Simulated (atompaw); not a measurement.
**Logarithmic derivatives: caesium, PAW (atompaw)**

Cs (Z = 55), PAW, made with atompaw 4.2.0.5 (PBE, scalar-relativistic). Core [Xe], reference 5d0 6s1 6p0. Waves: 6s (bound): rc 3.00 bohr; 6s channel at 2.6 Ry: rc 3.00 bohr; 6p (bound, empty): rc 3.00 bohr; 6p channel at 2.3 Ry: rc 3.00 bohr; 5d (bound, empty): rc 3.00 bohr; 5d channel at 1.15 Ry: rc 3.00 bohr. Local part: bessel scheme, radius 2.90 bohr. Core correction: smooth core density matched at 1.80 bohr. Augmentation charge: sinc compensation charge, radius 2.80 bohr; PAW radius 3.00 bohr; waves and projectors: custom polynom gramschmidtortho.

The phase is arctan(r·u′/u) with u = r·R(r), unwrapped; energies in Ry, scanned from -2 to 5 Ry. A pole is an energy at which the radial function vanishes at the test radius. The pseudo phase is shifted by a multiple of π to meet the all-electron one at the reference energy, and phase errors are pseudo minus all-electron; the curves can meet again beyond the range given. Levels narrower than the energy grid can be missing from the lists of poles. Where the grid stepped over a known ghost or core level, its pole and its step of π were put in at the level’s energy.

```json
{"channel": "s", "radius (bohr)": "3.00", "reference energy (Ry)": "-0.15", "poles, all-electron": "-1.97, -1.76, 3.82", "poles, pseudo": "-1.88, 3.79", "unbroken range about the reference energy with phases within 0.05 rad": "above -1.7", "phase error 1 Ry above the reference energy (rad)": "-0.010"}
{"channel": "p", "radius (bohr)": "3.00", "reference energy (Ry)": "-0.05", "poles, all-electron": "-0.56", "poles, pseudo": "-0.56, 4.99", "unbroken range about the reference energy with phases within 0.05 rad": "the whole range", "phase error 1 Ry above the reference energy (rad)": "-0.000"}
{"channel": "d", "radius (bohr)": "3.00", "reference energy (Ry)": "-0.03", "poles, all-electron": "1.34", "poles, pseudo": "1.34", "unbroken range about the reference energy with phases within 0.05 rad": "the whole range", "phase error 1 Ry above the reference energy (rad)": "-0.000"}
```

Note: ghost states, extra bound levels that the all-electron valence spectrum of the same l lacks: s at -28.6 eV, p at -13.5 eV. A true bound ghost makes a file unfit for plane-wave use.

Phases in the p channel:

```json
{"E (Ry)": "-2.00", "all-electron": "1.217", "pseudo": "1.216"}
{"E (Ry)": "-1.52", "all-electron": "0.953", "pseudo": "0.947"}
{"E (Ry)": "-1.04", "all-electron": "-1.026", "pseudo": "-1.034"}
{"E (Ry)": "-0.56", "all-electron": "-1.570", "pseudo": "-1.570"}
{"E (Ry)": "-0.08", "all-electron": "-1.700", "pseudo": "-1.700"}
{"E (Ry)": "0.40", "all-electron": "-1.793", "pseudo": "-1.793"}
{"E (Ry)": "0.88", "all-electron": "-1.910", "pseudo": "-1.910"}
{"E (Ry)": "1.36", "all-electron": "-2.140", "pseudo": "-2.141"}
{"E (Ry)": "1.84", "all-electron": "-2.850", "pseudo": "-2.850"}
{"E (Ry)": "2.32", "all-electron": "-3.983", "pseudo": "-3.983"}
{"E (Ry)": "2.80", "all-electron": "-4.379", "pseudo": "-4.379"}
{"E (Ry)": "3.28", "all-electron": "-4.527", "pseudo": "-4.528"}
{"E (Ry)": "3.76", "all-electron": "-4.604", "pseudo": "-4.606"}
{"E (Ry)": "4.24", "all-electron": "-4.654", "pseudo": "-4.656"}
{"E (Ry)": "4.72", "all-electron": "-4.691", "pseudo": "-4.694"}
```
